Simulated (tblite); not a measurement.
Compound: C6H8ClO2 (doublet state).
SMILES with atom numbers: `[O:1]=[C:2]1[CH2:3][CH2:4][O:5][CH2:6][C@H:7]1[CH:8][Cl:9]` (hydrogens: H10, H11 on C3; H12, H13 on C4; H14, H15 on C6; H16 on C7; H17 on C8)

Cartesian coordinates in Å at the GFN2-xTB level; atoms count from 1:
```
atom  x, y, z in Å
O1     0.6205   -1.3356   -1.9975
C2     0.2694   -0.7649   -0.9970
C3    -0.7466   -1.3106   -0.0221
C4    -1.6725   -0.1985    0.4866
O5    -0.9441    0.8793    1.0197
C6    -0.1586    1.5078    0.0435
C7     0.9014    0.5660   -0.5569
C8     1.9047    0.1410    0.4365
Cl9    3.4435   -0.3472   -0.0622
H10   -0.2086   -1.7419    0.8248
H11   -1.3211   -2.1010   -0.5056
H12   -2.3138    0.1506   -0.3374
H13   -2.3066   -0.5672    1.2954
H14   -0.7956    1.8844   -0.7716
H15    0.3275    2.3508    0.5386
H16    1.3817    1.0263   -1.4241
H17    1.6119   -0.1274    1.4362
```

Level: GFN2-xTB in tblite, geometry and Hessian alike; calculated harmonic values, unscaled, isolated species. Errors from tens to a few hundred cm⁻¹ against measured bands are possible. One conformer, not necessarily the lowest. Open shells enter through the occupations alone, without spin polarisation, and single modes of such species can be off by tens of per cent.

Harmonic wavenumbers (cm⁻¹): 55.3, 66.6, 115.4, 202.6, 233.5, 280.5, 367.9, 409.1, 445.0, 470.0, 499.3, 583.1, 687.9, 771.9, 820.6, 892.1, 925.2, 953.3, 994.9, 1026.0, 1047.3, 1088.0, 1126.8, 1144.0, 1157.2, 1158.8, 1202.2, 1213.2, 1267.3, 1284.9, 1291.2, 1327.8, 1334.5, 1431.1, 1454.5, 1467.2, 1753.4, 2862.3, 2864.3, 2963.8, 2977.4, 2982.4, 2983.9, 3009.3, 3104.9.

A = 2310, B = 982.1, C = 809.2 MHz; mass 147.021 u (most abundant isotopes); point group C1, symmetry number 1; spin multiplicity 2.

Q: What is the zero-point energy?

A: Half the sum of the wavenumbers: 28149 cm⁻¹ = 336.74 kJ/mol.

Q: What is S at 298.15 K and 1 bar for an ideal gas of classical rigid rotors and harmonic oscillators?

A: Translation 171.10, rotation 123.64, vibration 101.10, spin (R ln 2) 5.76: S = 401.6 J/(mol K).

Q: And Cp and H(298.15 K) − H(0)?

A: Cp = 144.35 J/(mol K), of which vibrations give 111.09 (their classical limit is 45 R = 374.2); H(298.15 K) − H(0) = 26.03 kJ/mol without the zero-point energy, 16.12 from vibrations.

Q: Which modes carry the vibrational entropy at 298.15 K?

A: 55.3 cm⁻¹: 19.32; 66.6 cm⁻¹: 17.79; 115.4 cm⁻¹: 13.29; 202.6 cm⁻¹: 8.83; 233.5 cm⁻¹: 7.75; 280.5 cm⁻¹: 6.40 J/(mol K); the other 39 give 27.72 together.

Q: What must be added to the electronic energy to get the Gibbs energy at 298.15 K and 1 bar?

A: ZPE + [H(298.15 K) − H(0)] − T·S = 336.74 + 26.03 − 119.74 = 243.03 kJ/mol.

Q: Blend soft modes into free rotors: weight 1/[1 + (100 cm⁻¹/ν̃)⁴] for the oscillator and the rest for a rotor with moment μB/(μ + B), μ = h/(8π²ν), B = 10⁻⁴⁴ kg m². What vibrational entropy results?

A: 92.53 J/(mol K) in place of 101.10, which changes −T·S at 298.15 K by +2.56 kJ/mol.

Hindered rotation and anharmonicity are outside this model. Other conformers, if any are populated, would add a mixing term that is left out. The structure is chiral; the term R ln 2 for an equal mix with its mirror image is left out.
